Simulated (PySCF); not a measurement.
**Exercise with solution: oscillator strength and radiative lifetime**

C4H10Si2, SMILES C=C1CC[Si@H]1[SiH3].

Coordinates come from a B3LYP-D3(BJ)/def2-SVP optimisation. A frequency run showed that this geometry is not a minimum. The structure was generated by enumeration; whether it is a known compound was not checked.

TDA-PBE0/def2-SVPD (PySCF 2.14.0) puts the first singlet state with f over 0.02 at 5.57 eV (vertical), with the transition dipole (-0.607, 0.067, 0.204) in atomic units.

Find the oscillator strength, the wavelength and the radiative lifetime that this transition would have in vacuum if emission retraced absorption.


|μ|² = 0.4146 au, so |μ| = 1.64 D. ΔE = 5.57/27.211 = 0.2047 hartree. f = (2/3) ΔE |μ|² = 0.057 (the program prints 0.057).
λ = 1239.84/5.57 = 223 nm; ν = 44925 cm⁻¹.
Einstein's coefficient A = 0.6670 ν² f s⁻¹ (ν in cm⁻¹) = 7.6e7 s⁻¹, so τ = 1/A = 13 ns. This state is S1. The figure is the radiative limit of this one transition; relaxation, internal conversion, crossing to triplets and a medium change what is measured.
